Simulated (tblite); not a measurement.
Species: C4H14Ge2O.
Numbering: `[CH3:1][GeH2:2][O:3][CH2:4][C@H:5]([CH3:6])[GeH3:7]` (hydrogens: H8, H9, H10 on C1; H11, H12 on Ge2; H13, H14 on C4; H15 on C5; H16, H17, H18 on C6; H19, H20, H21 on Ge7)

Computed with GFN2-xTB (tblite), gas phase: L-BFGS steps from a force-field or distance-geometry start until the largest atomic force falls under 0.01 eV/Å.

Geometry at step 10:
```
atom  x, y, z in Å
C1      3.0446   -1.1452   -0.1936
Ge2     2.4930    0.7176   -0.5646
O3      0.7475    0.7479   -0.9311
C4     -0.0921    0.7033    0.2070
C5     -1.5493    0.6183   -0.1982
C6     -2.4348    0.6754    1.0407
Ge7    -1.8673   -1.0622   -1.1975
H8      2.4741   -1.5610    0.6341
H9      4.0995   -1.1903    0.0548
H10     2.8631   -1.7546   -1.0752
H11     3.1532    1.3645   -1.7493
H12     2.6134    1.6153    0.6557
H13     0.1425   -0.1743    0.8283
H14     0.0551    1.6016    0.8222
H15    -1.7835    1.4516   -0.8667
H16    -3.4850    0.6127    0.7623
H17    -2.2723    1.6037    1.5831
H18    -2.2076   -0.1517    1.7135
H19    -3.3216   -1.1895   -1.5433
H20    -1.1025   -1.2113   -2.4625
H21    -1.5793   -2.2548   -0.3334
```

**Question.** Give the atomic forces at this geometry.

**Answer.** 
```
atom  Fx (eV/Å)  Fy (eV/Å)  Fz (eV/Å)
  C1     -0.013      0.114     -0.044
 Ge2     -0.054      0.002      0.075
  O3     -0.042     -0.068      0.118
  C4     -0.088      0.024     -0.006
  C5     -0.079     -0.162     -0.076
  C6      0.000      0.017     -0.065
 Ge7     -0.043     -0.077     -0.021
  H8      0.008      0.022     -0.004
  H9      0.012     -0.043      0.002
 H10      0.015     -0.032     -0.004
 H11     -0.101     -0.056     -0.040
 H12      0.094     -0.012     -0.039
 H13      0.030      0.069      0.030
 H14      0.117      0.021      0.049
 H15      0.057      0.046      0.090
 H16     -0.018      0.004     -0.007
 H17     -0.026      0.073      0.045
 H18      0.001     -0.010     -0.036
 H19     -0.012      0.049     -0.030
 H20      0.067      0.010     -0.056
 H21      0.076      0.010      0.018
```

The largest, 0.20 eV/Å, acts on C5; the rms over all components is 0.056 eV/Å. The forces sum to zero within rounding, as they must for an isolated molecule in no field.

**Question.** Give the force on C5 in Eh/bohr and in nN.

**Answer.** 0.196 eV/Å ÷ 51.422 = 0.00380 Eh/bohr, and 0.196 eV/Å × 1.602 = 0.31 nN.

**Question.** How far is this geometry from the end of the optimisation?

**Answer.** 0.169 eV above it, and 0.733 Å rms away after alignment. The bonds farthest from their final lengths, with half the difference of the two atoms' forces along the bond (positive lengthens):

```
   bond  now (Å)  final (Å)  force along bond (eV/Å)
 Ge2–O3    1.784      1.771                    -0.01
 C5–Ge7    1.981      1.993                    -0.05
Ge7–H19    1.500      1.508                    -0.02
Ge2–H11    1.503      1.497                    +0.02
Ge7–H21    1.501      1.495                    -0.01
 C1–Ge2    1.978      1.973                    -0.06
```

The angle farthest from its final value is Ge2–O3–C4, 114.5° against 121.9°.

Of the 2 listed bonds off by 0.010 Å or more, this force points towards the final length in 1.

The cost below is that of the whole relaxation. Hardware: one thread of an Intel Xeon at 2.50 GHz, no GPU, shared host with 64 logical CPUs at a one-minute load of 58. Cost: 5.7 s wall, 4.8 s CPU.
